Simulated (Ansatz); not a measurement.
Compare A (`[SiH3]C1BN1`) with its isomer B (`CN1B[SiH2]1`).

Isolated molecules relaxed with PBE0-D4/def2-TZVP in Ansatz; ΔE leaves out vibrations. CBS: MP2 limit from def2 TZ/QZ plus the TZ coupled-cluster correction, frozen cores. Functionals use def2-TZVPP. B3LYP here is the variant with VWN-RPA as its local correlation; programs differ in this.

(1) Which isomer does CCSD(T)/CBS put lower? Give the gap. (An estimate is asked.)

(2) Give E(B) − E(A) in kcal/mol with MP2/def2-TZVPP, CCSD(T)/def2-SVP, BLYP-D4, r2SCAN-D4, B3LYP-D4, PBE0-D4, HF/def2-TZVPP. (Estimate.)

(3) Does the order hold for the free energy at 298.15 K (harmonic terms from PBE0-D4)? (An estimate is asked.)

Largest T1 diagnostic: 0.014.

## Answers

(1) Ansatz gave: B, by 17.9 kcal/mol.

(2) The calculation gave: MP2/def2-TZVPP -17.9, CCSD(T)/def2-SVP -17.7, BLYP-D4 -17.7, r2SCAN-D4 -18.2, B3LYP-D4 -17.6, PBE0-D4 -17.9, HF/def2-TZVPP -16.0. None reverses the order clearly.

(3) The calculation gave: Yes: G(B) − G(A) = -14.6 kcal/mol.

Leaving LDA and LC-ωPBE aside and taking each functional with its dispersion term where it has one, the values, not all of them listed here, spread over 1.9 kcal/mol, from B97M-V to ωB97M-V. In def2-TZVPP, CCSD(T) changes the Hartree–Fock value by −2.2 kcal/mol (the triples alone add −0.4 kcal/mol) and MP2 by −1.8 kcal/mol.
